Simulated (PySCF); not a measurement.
# Reading the logs of faulty runs: AlC2H8N

Calculated results; nothing here was measured. The program is PySCF 2.14.0, an open-source quantum chemistry code, run on an isolated molecule that a program drew, which may never have been made. The molecule is AlC2H8N (charge 0, singlet), drawn as the SMILES string `CN[CH2][AlH2]`.

Each row is a Hartree-Fock (HF) and frozen-core CCSD(T) single point in the cc-pV(D+d)Z basis, meant for a local HF minimum. Run 1 is clean. Each other run has one planted mistake out of seven kinds, and not every kind appears here: one electron removed, one electron added, multiplicity raised by two, geometry at a saddle point, minimal basis STO-3G, one bond length entered in bohr, all coordinates scaled. The reference is restricted for singlets and unrestricted otherwise, and also for a bond in bohr. Adding or removing an electron swaps singlet and doublet. Electrons count all cores. HOMO and LUMO are orbital energies over both spins, the gradient is its largest component, and the lowest frequency (negative if imaginary) is given only where the gradient is small. Bond lengths are over the 11 bonds as drawn. T1 is the CCSD diagnostic: over 0.02 (restricted) or 0.045 (unrestricted) a single reference is doubtful.

Geometry of the clean run:
```xyz
12
AlC2H8N, angstrom
C     0.5428    2.7159   -2.0929
N     1.4650    1.7145   -2.5729
C     2.1739    1.0168   -1.4921
Al    1.1183   -0.1901   -0.3086
H    -0.0138    3.1419   -2.9290
H    -0.1923    2.3419   -1.3575
H     1.0953    3.5285   -1.6149
H     0.9615    1.0468   -3.1307
H     2.9766    0.4157   -1.9445
H     2.7153    1.7657   -0.9010
H    -0.2809   -0.7483   -0.8073
H     1.6980   -0.6766    1.0849
```

| run | electrons | basis functions | <S^2> | HOMO (eV) | LUMO (eV) | gradient (hartree/bohr) | lowest frequency (cm^-1) | mean bond (Å) | longest bond (Å) | T1 | HF (hartree) | CCSD(T) (hartree) | mistake |
|---|---|---|---|---|---|---|---|---|---|---|---|---|---|
| 1 | 40 | 105 | 0.000 | -8.93 | 1.35 | 4.2e-05 | 97 | 1.3245 | 1.993 | 0.0099 | -376.72778 | -377.32999 | no fault |
| 2 | 40 | 105 | 0.789 | -7.69 | 0.90 | 1.1e-02 | - | 1.4527 | 2.997 | 0.0501 | -376.62813 | -377.22346 | one bond length entered in bohr |
| 3 | 39 | 105 | 0.765 | -15.89 | -4.99 | 6.8e-02 | - | 1.3245 | 1.993 | 0.0267 | -376.47100 | -377.04404 | ? |
| 4 | 41 | 105 | 0.766 | 0.48 | 7.62 | 1.2e-02 | - | 1.3245 | 1.993 | 0.0109 | -376.69369 | -377.31160 | ? |

**Which mistake was planted in run 3, and what did it cost?**

It counts 39 electrons, one fewer than the clean run, at the same geometry and basis. So the mistake is: one electron removed. Subtracting run 1 and multiplying by 627.51 kcal/mol a hartree, the energy moved by 161.1 kcal/mol in HF and 179.4 kcal/mol in CCSD(T).

**Which mistake was planted in run 4, and what did it cost?**

It counts 41 electrons, one more than the clean run, at the same geometry and basis. So the mistake is: one electron added. Subtracting run 1 and multiplying by 627.51 kcal/mol a hartree, the energy moved by 21.4 kcal/mol in HF and 11.5 kcal/mol in CCSD(T).

Cautions from the logs. Run 2: T1 is over the limit, so its CCSD(T) energy is less reliable; run 4: the HOMO is above zero, so the electron isn't bound and the energy depends on the basis.
